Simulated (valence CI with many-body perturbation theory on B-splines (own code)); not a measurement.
**Rh XXXII: key properties**

Calculated by relativistic CI+MBPT: four valence electrons over a frozen Dirac-Fock core [Ne], radial functions for each j: 9 s, 9 p, 8 d, 6 f, 3 g, 1 h, with the one-electron correlation potential Σ1, the two-electron term Σ2, the three-electron term Σ3, Breit, model QED; selected CI, second order for the rest, scaled by the run's own slope (own B-spline code, finite nucleus).

No measured spectrum was set against this ion. As an estimate, large intervals hold to a few tenths of a per cent, small ones and those within an open d or f shell to about a per cent.

Levels are named by their leading jj configuration (3d3/2^4 stands for four electrons in 3d with j = 3/2), which in mixed levels can hold well under half, so a name can repeat and another be missing.

Rates and lifetimes use the calculated energies. Strong lines usually hold to 10 to 20 %, long lifetimes can be off by a factor of two.

**Question.** What is the ground level?

**Answer.** (3s^2 3p1/2^2) J=0, composition 76 % 3s2.3p2 3P + 22 % 3s2.3p2 1S.

**Question.** What are the static dipole polarisabilities of the lowest levels?

**Answer.** (3s^2 3p1/2^2) J=0 0.0277; (3s^2 3p1/2 3p3/2) J=1 0.0298 (tensor 0.0013); (3s^2 3p1/2 3p3/2) J=2 0.0297 (tensor 0.0018) bohr³, of which the core gives 0.000432.

**Question.** How well does LS coupling describe the low levels?

**Answer.** Among the lowest 20 levels the leading LS term, summed over configurations, holds 63 % on average. For single configurations the figures are 57 % in LS and 76 % in jj coupling. Terms mix most in the J = 1 level at 1323500 cm⁻¹, where the leading one holds 29 %.

**Question.** Among levels below 1949900 cm⁻¹, which E1 lines absorb most strongly from the ground level?

**Answer.** to (3s 3p1/2 3p3/2^2) J=1 at 7.556 nm, f = 0.396; to (3s^2 3p1/2 3d3/2) J=1 at 7.303 nm, f = 0.212; to (3s 3p1/2^2 3p3/2) J=1 at 10.30 nm, f = 0.129.

**Question.** Name the longest-lived excited levels whose lifetime is computed, and their main decay.

**Answer.** (3s^2 3p1/2 3p3/2) J=2 at 273330 cm⁻¹ lives 1.36 ms, mostly by M1 to (3s^2 3p1/2 3p3/2) J=1; (3s^2 3p3/2 3d5/2) J=4 at 1513400 cm⁻¹ lives 6.28 μs, mostly by M1 to (3s^2 3p1/2 3d5/2) J=3; (3s^2 3p1/2 3p3/2) J=1 at 233720 cm⁻¹ lives 5.62 μs, mostly by M1 to (3s^2 3p1/2^2) J=0.

**Question.** Where does the other parity begin?

**Answer.** At (3s 3p1/2^2 3p3/2) J=2, 840940 cm⁻¹.

**Question.** What is the ionisation energy?

**Answer.** 1849.3 eV; NIST lists 1851 ± 4 eV (semi-empirical).
